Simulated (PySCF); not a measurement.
W(O)2(Cl)(SH) (ClHO₂SW), SMILES [SH][W](=[O])([Cl])=[O], multiplicity 1. Geometry optimised at B3LYP-D3(BJ)/def2-SVP. The multiplicity is an assumed one; no other spin state was optimised. The structure was generated by enumeration; whether it is a known compound was not checked. The def2 effective core potentials stand for the cores of W; spin–orbit coupling is left out. Other conformers were not sampled.

Task: Give the equilibrium geometry at B3LYP-D3(BJ)/def2-SVP (PySCF confirms it by a frequency run) as a Z-matrix. (An estimate is asked for; the answer gives what the named calculation found.)

Result: One answer among several that fit: 
```
W
O 1 1.7073
O 1 1.7091 2 109.07
Cl 1 2.2925 2 110.72 3 -121.19
S 1 2.3496 2 105.28 3 115.97
H 5 1.3573 1 94.34 2 -154.02
```
Charge 0, spin multiplicity 1.
